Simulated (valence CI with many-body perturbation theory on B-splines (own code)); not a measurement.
## E1 line list for Xe V

Method: configuration interaction combined with many-body perturbation theory (CI+MBPT): four valence electrons over a frozen Dirac-Fock core [Kr] 4d10, a basis of 11 s, 11 p, 9 d, 7 f, 5 g, 2 h, 1 i functions for each j, with the one-electron correlation potential Σ1, the two-electron term Σ2, the three-electron term Σ3, Breit, model QED; selected CI, second order for the rest, scaled by the run's own slope (own B-spline code, finite nucleus).

Set against measurement, 45 paired levels are off by 319 cm⁻¹ on average, the worst by 643. These come from a selection out of Saloman, J. Phys. Chem. Ref. Data 33, 765 (2004). Levels without a partner in it may be off by more. 7 measured levels below the end of the list, from 169673 cm⁻¹ on, found no clear computed partner, and computed levels of the same name lie up to 2907 cm⁻¹ from them.

Lines 151 to 200 of 241 in falling wavelength, among levels below 262440 cm⁻¹, chosen from the strongest by gf and those to the six lowest levels. Wavelengths and rates use the calculated energies, so an error of 300 cm⁻¹ moves a line at 78.29 nm by 0.23 % and its rate by three times that or more. Electric multipoles are in the length gauge, E1 and E2 with the static RPA response of the core. Weak lines are less certain than strong ones. Lines between different terms over intervals too small for the method are left out, as are lines whose strength nearly cancels. Where a level lies close to another of its J and parity, the split of strength between their lines is uncertain. The highest levels of a list are the least certain.

Names give the largest LS component (configuration and term), which can be under half, so a name can repeat, a term be missing and a line seem to break the LS rules; names also repeat where a configuration has a term twice. Letters in brackets count levels of one name in rising energy.

```
λ vac (nm)  λ from measured levels              Upper        Lower   A (s⁻¹)  S (a.u.)
     79.64                                5s5p³ ¹P°_1  5s²5p² ¹S_0  3.74e+08  2.80e-01
     79.42                               5s5p²5d ⁵F_2  5s5p³ ³D°_2  9.92e+07  1.23e-01
     78.96                               5s²5p6p ³P_2  5s5p³ ³D°_3  1.01e+08  1.23e-01
     78.63                                   5p⁴ ³P_1  5s5p³ ³D°_2  4.20e+08  3.02e-01
     78.29                   78.67        5s5p³ ³S°_1  5s²5p² ¹D_2  3.34e+07  2.37e-02
     78.15                                   5p⁴ ³P_1  5s5p³ ³D°_1  2.05e+08  1.45e-01
     78.12                                   5p⁴ ³P_0  5s5p³ ³D°_1  1.34e+09  3.16e-01
     78.03                   78.07      5s²5p5d ³F°_2  5s²5p² ¹D_2  2.60e+08  3.04e-01
     77.57                                   5p⁴ ¹D_2  5s5p³ ³D°_3  2.93e+08  3.38e-01
     77.51                   77.76      5s²5p5d ³D°_1  5s²5p² ¹S_0  6.63e+07  4.57e-02
     77.50                           5s²5p6p ³P_1 [b]  5s5p³ ³D°_2  4.03e+08  2.78e-01
     77.02                           5s²5p6p ³P_1 [b]  5s5p³ ³D°_1  1.89e+08  1.28e-01
     75.97                   75.94      5s²5p5d ¹D°_2  5s²5p² ³P_2  3.30e+06  3.58e-03
     75.59                   75.63      5s²5p5d ³F°_3  5s²5p² ¹D_2  6.17e+06  9.20e-03
     75.31                               5s5p²5d ⁵D_2  5s5p³ ³D°_3  3.44e+08  3.62e-01
     74.38                   74.31        5s5p³ ³P°_1  5s²5p² ³P_0  3.50e+08  2.13e-01
     73.34                   73.59       5s²5p6p ³D_1  5s5p³ ⁵S°_2  5.84e+05  3.41e-04
     73.30                               5s5p²5d ⁵D_1  5s5p³ ³D°_2  3.46e+08  2.01e-01
     73.27                   73.25      5s²5p5d ¹D°_2  5s²5p² ³P_1  6.48e+07  6.30e-02
     71.45                   71.59      5s²5p5d ³P°_1  5s²5p² ¹S_0  3.50e+04  1.89e-05
     71.10                                   5p⁴ ³P_2  5s5p³ ⁵S°_2  2.37e+07  2.11e-02
     70.59                                5s5p³ ¹P°_1  5s²5p² ¹D_2  3.31e+09  1.72e+00
     70.41                   70.73        5s5p³ ³S°_1  5s²5p² ³P_2  7.59e+09  3.93e+00
     70.20                   70.23      5s²5p5d ³F°_2  5s²5p² ³P_2  4.04e+08  3.45e-01
     70.06                               5s5p²5d ³F_2  5s5p³ ³D°_1  5.55e+08  4.71e-01
     70.05                   70.29   5s²5p6p ³P_1 [a]  5s5p³ ⁵S°_2  1.74e+07  8.84e-03
     69.94                   70.14  5s²5p5d ³P°_2 [a]  5s²5p² ¹D_2  9.05e+08  7.64e-01
     69.69                   69.93       5s²5p6p ³D_2  5s5p³ ⁵S°_2  1.23e+05  1.03e-04
     68.91                   69.13      5s²5p5d ³D°_1  5s²5p² ¹D_2  2.36e+09  1.14e+00
     68.50                               5s5p²5d ³F_3  5s5p³ ³D°_2  3.96e+08  4.40e-01
     68.22                   68.26      5s²5p5d ³F°_3  5s²5p² ³P_2  1.24e+09  1.36e+00
     68.08                   68.39        5s5p³ ³S°_1  5s²5p² ³P_1  3.52e+09  1.64e+00
     67.89                   67.93      5s²5p5d ³F°_2  5s²5p² ³P_1  3.66e+08  2.82e-01
     67.53                               5s5p²5d ⁵F_1  5s5p³ ⁵S°_2  1.84e+07  8.39e-03
     66.68                               5s5p²5d ⁵F_2  5s5p³ ⁵S°_2  1.40e+08  1.02e-01
     66.60                   66.77      5s²5p6s ³P°_1  5s²5p² ¹S_0  1.20e+09  5.26e-01
     66.13                                   5p⁴ ³P_1  5s5p³ ⁵S°_2  1.03e+06  4.42e-04
     65.46                               5s5p²5d ⁵F_3  5s5p³ ⁵S°_2  3.70e+08  3.58e-01
     65.34                   65.53      5s²5p5d ³D°_2  5s²5p² ¹D_2  2.34e+09  1.61e+00
     65.32                           5s²5p6p ³P_1 [b]  5s5p³ ⁵S°_2  8.99e+06  3.71e-03
     64.86                   65.04      5s²5p5d ³D°_3  5s²5p² ¹D_2  1.63e+09  1.54e+00
     64.72                               5s²5p6p ³P_2  5s5p³ ⁵S°_2  2.53e+05  1.70e-04
     64.13                   64.31      5s²5p5d ¹P°_1  5s²5p² ¹S_0  9.79e+09  3.82e+00
     64.12                                5s5p³ ¹P°_1  5s²5p² ³P_2  6.25e+07  2.44e-02
     64.08                   64.21      5s²5p5d ³P°_1  5s²5p² ¹D_2  2.84e+09  1.11e+00
     64.04                   64.30        5s5p³ ³S°_1  5s²5p² ³P_0  2.04e+09  7.93e-01
     63.89                               5s²5p6p ³D_3  5s5p³ ⁵S°_2  1.68e+04  1.51e-05
     63.78                                   5p⁴ ¹D_2  5s5p³ ⁵S°_2  2.28e+07  1.46e-02
     63.58                   63.75  5s²5p5d ³P°_2 [a]  5s²5p² ³P_2  4.11e+09  2.60e+00
     63.38                          5s²5p5d ³P°_2 [b]  5s²5p² ¹D_2  1.25e+10  7.84e+00
```
